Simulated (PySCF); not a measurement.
Compound: phenylvinylnitrile, C9H7N.
SMILES with atom numbers: `[N:1]#[C:2]/[CH:3]=[CH:4]\[c:5]1[cH:6][cH:7][cH:8][cH:9][cH:10]1` (hydrogens: H11 on C3; H12 on C4; H13 on C6; H14 on C7; H15 on C8; H16 on C9; H17 on C10)

Torsions of this conformer, `[N:1]#[C:2]/[CH:3]=[CH:4]\[c:5]1[cH:6][cH:7][cH:8][cH:9][cH:10]1`: C3–C4–C5–C6 2°.

The closed-shell ground state was solved at several levels (PySCF, density fitting, gas phase, non-relativistic). One conformer (not necessarily the lowest) at the PBE0-D3(BJ)/def2-SVP geometry, without solvent, vibrations or thermal averaging.

| level | basis functions | HOMO (eV) | LUMO (eV) | gap (eV) | dipole (D) |
| --- | --- | --- | --- | --- | --- |
| PBE0/pcSseg-1 | 205 | -7.16 | -2.22 | 4.94 | 4.22 |
| mPW1PW91/pcSseg-1 | 205 | -7.18 | -2.24 | 4.94 | 4.24 |

What might CAM-B3LYP/def2-SVPD (256 basis functions) give for the same quantities?

HOMO -8.27 eV, LUMO -1.18 eV, gap 7.09 eV, dipole 4.29 D.

How far do the dipole and the HOMO energy spread over the levels?

The dipole runs from 4.22 to 4.29 D (mean 4.25 D) and the HOMO from -8.27 to -7.16 eV.
